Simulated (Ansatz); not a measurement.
Geometry optimisation, Ansatz, RKS BLYP-D4/def2-SVP.

The input (input.yaml):

```yaml
crystal:
  periodic: [false, false, false]
  atoms:
    - { symbol: Zn, position_ang: [0.0, 0.0, 0.0] }
    - { symbol: Cl, position_ang: [0.0, 0.0, 2.59] }
    - { symbol: Cl, position_ang: [0.0, 0.0, -2.24] }
    - { symbol: "N", position_ang: [-2.1162, 0.0, 0.7032] }
    - { symbol: H, position_ang: [-2.8363, -0.6071, 0.2169] }
    - { symbol: Si, position_ang: [-2.607, 1.0424, 2.112] }
    - { symbol: H, position_ang: [-3.2749, 0.2206, 3.1171] }
    - { symbol: H, position_ang: [-1.4207, 1.6591, 2.6986] }
    - { symbol: H, position_ang: [-3.5197, 2.0851, 1.6522] }
    - { symbol: H, position_ang: [-1.4703, 0.0, 1.8808] }
basis:
  gaussian: { orbitals: def2-SVP }
hamiltonian:
  xc: blyp
  dispersion: d4
relax:
  f_tol: 0.15
  max_steps: 25
  restrain:
    - { distance: [0, 3], at: 1.93, k: 30.0 }
    - { distance: [9, 1], at: 1.37, k: 30.0 }
    - { distance: [0, 1], at: 3.44, k: 30.0 }
    - { distance: [9, 3], at: 2.26, k: 30.0 }
output:
  orbitals: {}
```

Launched with:

```bash
$ ansatz run input.yaml --threads 4 --pin off --max-ram 5120MiB --backend cpu --events-out ev --progress --plain --runs-dir out
```

Problem. Where does it end, and by what steps?

Solution. The run converged. The restraints hold the end off the free minimum. After 11 steps the energy has fallen by 2.723 eV (the restraints' own energy left out); H10 moved furthest, 1.28 Å. Parted: Zn1–Cl2, Si6–H10.

```json
{"step": "0", "energy less start (eV)": "0.0000", "largest force component (eV/Å)": "4.077", "accepted": "yes"}
{"step": "1", "energy less start (eV)": "-0.0697", "largest force component (eV/Å)": "2.408", "accepted": "yes"}
{"step": "2", "energy less start (eV)": "-0.2118", "largest force component (eV/Å)": "2.820", "accepted": "yes"}
{"step": "3", "energy less start (eV)": "-0.9322", "largest force component (eV/Å)": "2.753", "accepted": "yes"}
{"step": "4", "energy less start (eV)": "-1.8551", "largest force component (eV/Å)": "1.856", "accepted": "yes"}
{"step": "5", "energy less start (eV)": "-2.2857", "largest force component (eV/Å)": "1.082", "accepted": "yes"}
{"step": "6", "energy less start (eV)": "-2.5337", "largest force component (eV/Å)": "0.829", "accepted": "yes"}
{"step": "7", "energy less start (eV)": "-2.6541", "largest force component (eV/Å)": "0.863", "accepted": "yes"}
{"step": "8", "energy less start (eV)": "-2.6982", "largest force component (eV/Å)": "0.705", "accepted": "yes"}
{"step": "9", "energy less start (eV)": "-2.7047", "largest force component (eV/Å)": "0.897", "accepted": "yes"}
{"step": "10", "energy less start (eV)": "-2.7194", "largest force component (eV/Å)": "0.768", "accepted": "yes"}
{"step": "11", "energy less start (eV)": "-2.7234", "largest force component (eV/Å)": "0.722", "accepted": "yes"}
```

```xyz
10
Properties=species:S:1:pos:R:3
Zn -0.858 0.176 -0.367
Cl 0.692 -0.735 2.561
Cl 0.611 0.385 -1.877
N -2.244 -0.045 0.921
H -2.941 -0.757 0.665
Si -2.859 1.267 1.920
H -3.489 0.720 3.171
H -1.677 2.118 2.274
H -3.882 2.151 1.254
H -0.599 -0.880 2.209
```

Time of the run: 26 s on 4 threads of Arm Neoverse V1 (shared host), peak memory 0.2 GiB.
